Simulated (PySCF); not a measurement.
PySCF job for C5H5, SMILES C1C=C[CH]C=1, multiplicity 2, SMD-ωB97X/6-31G*. The structure is a stationary point at PBE0-D3(BJ)/def2-SVP. The isomer is the one that the SMILES or the coordinates give; other isomers of the formula were not compared.

```python
import numpy as np
from pyscf import gto, scf, dft
from pyscf.solvent import smd

mol = gto.M(
    atom='''
    C    -1.17915884   -0.12512271    0.00000000
    C    -0.24472161   -1.19840933   -0.00000000
    C     1.01348186   -0.63713871   -0.00000000
    C     0.87154478    0.83191270    0.00000000
    C    -0.46071401    1.12898480   -0.00000000
    H    -2.26625592   -0.22855162   -0.00000000
    H    -0.48784262   -2.25961824    0.00000000
    H     1.96434464   -1.17219808    0.00000000
    H     1.70102227    1.53970359    0.00000000
    H    -0.91386144    2.11930383   -0.00000000
    ''',
    basis='6-31G*',
    charge=0,
    spin=1,
    max_memory=1600,
    verbose=3,
)
mf = dft.UKS(mol, xc='wb97x').density_fit(auxbasis='def2-universal-jkfit')
mf.grids.level = 3
mf.conv_tol = 1e-9
mf.max_cycle = 100
mf.kernel()
fine, coarse = mf.grids, dft.Grids(mol).set(level=1).build(with_non0tab=True)
for _ in range(3):  # follow internal instabilities
    mf.grids = coarse
    mo, _, stable, _ = mf.stability(return_status=True, nroots=4)
    mf.grids = fine
    if stable:
        break
    mf.kernel(mf.make_rdm1(mo, mf.mo_occ))
res = {}
for name in ['water', 'N,N-dimethylformamide', 'methanol']:
    s = mf.SMD()
    s.with_solvent.solvent, s.with_solvent.sasa_ng = name, 302
    s.kernel(mf.make_rdm1())
    res[name] = (s.e_tot, s.with_solvent.get_cds(), s.dip_moment(), s.mo_energy, s.converged)
    print(f'SMD {name}: dG(solv) = {(s.e_tot - mf.e_tot) * 627.509474:.3f} kcal/mol, of which CDS {res[name][1] * 627.509474:.3f}')
```

Program output:

```

WARN: HOMO -0.205935076454475 >= LUMO -0.205935076454475

converged SCF energy = -193.403119499952  <S^2> = 0.77970119  2S+1 = 2.0294839
<class 'pyscf.df.df_jk.DFUKS'> wavefunction is stable in the internal stability analysis
converged SCF energy = -193.404661476038  <S^2> = 0.77839326  2S+1 = 2.0281945
Dipole moment(X, Y, Z, Debye): -0.05825, -0.01699, -0.00000
SMD water: dG(solv) = -0.968 kcal/mol, of which CDS 2.611
converged SCF energy = -193.409743152704  <S^2> = 0.77842765  2S+1 = 2.0282284
Dipole moment(X, Y, Z, Debye): -0.05789, -0.01702,  0.00000
SMD N,N-dimethylformamide: dG(solv) = -4.156 kcal/mol, of which CDS -0.670
converged SCF energy = -193.409291349104  <S^2> = 0.77843676  2S+1 = 2.0282374
Dipole moment(X, Y, Z, Debye): -0.05780, -0.01703, -0.00000
SMD methanol: dG(solv) = -3.873 kcal/mol, of which CDS -0.411
```

Self-consistency was reached.

Cost: about 80 core-seconds (a rough figure).
